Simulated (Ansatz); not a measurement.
BFGaH$_{3}$SSe (`[F][GaH][B](S)[SeH]`). Charge 0, multiplicity 1.

```xyz
8

F     1.309    2.074   -0.205
Ga   -0.075    1.071   -0.695
B    -0.029   -0.697    0.392
S     1.302   -0.896    1.559
Se   -1.316   -2.122    0.225
H    -0.951    1.756   -1.792
H     1.897    0.288    1.323
H    -2.136   -1.474   -0.806
```

(1) List the harmonic frequencies (cm⁻¹, unscaled) at PBE0-D4/def2-TZVP in Ansatz. (Estimate.)

(2) Is this a minimum?

(3) Give the ideal-gas thermochemistry at 298.15 K and 1 bar (rigid rotor, harmonic oscillator; point group Cs, symmetry number 1).

(4) And at 400, 500, 600, 800 and 1000 K?

Answers

(1) Ansatz gave: 51, 76, 138, 187, 245, 299, 335, 480, 489, 602, 643, 728, 754, 956, 967, 1992, 2437, 2671.

(2) Yes, all 18 modes are real.

(3) Zero-point energy 84.0 kJ/mol; H(298) − E = 107.6 kJ/mol; entropy 390.6 J/(mol·K), of which translation 175.8, rotation 125.9, vibration 89.0; G(298) − E = -8.8 kJ/mol. Modes under 100 cm⁻¹ are hindered rotations or soft bends, so the harmonic entropy is rough.

(4) 
```csv
T (K),H − E (kJ/mol),S (J/mol/K),G − E (kJ/mol)
400,120.1,426.6,-50.5
500,133.6,456.6,-94.7
600,147.8,482.5,-141.7
800,178.0,525.9,-242.7
1000,209.8,561.3,-351.5
```
